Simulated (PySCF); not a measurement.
These are PySCF with PBE-D3(BJ)/def2-TZVP // PBE-D3(BJ)/def2-SVP values and carry that method's errors. Gas-phase values, no solvent. One relaxed conformer stands for a flexible species; it need not be the lowest. 

Reference species: [Y(Cl)2(NH2)] (neutral, multiplicity 1).

```json
{
 "HOMO–LUMO gap": "3.31 eV",
 "charge on the central atom (Mulliken)": "1.19 e",
 "coordination_number": "3",
 "LUMO": "-3.02 eV"
}
```

Changed species: [Y(Cl)3] (0 of 3 Cl replaced by NH2; the reference has 1 of 3 Cl replaced by NH2).

Question: What does the change do to the HOMO–LUMO gap, charge on the central atom (Mulliken), coordination number and LUMO?

Answer: the HOMO–LUMO gap goes up by 0.74 eV, to 4.05 eV; the charge on the central atom (Mulliken) falls by 0.03 e, to 1.16 e; the coordination number stays essentially unchanged; the LUMO falls by 0.67 eV, to -3.69 eV.
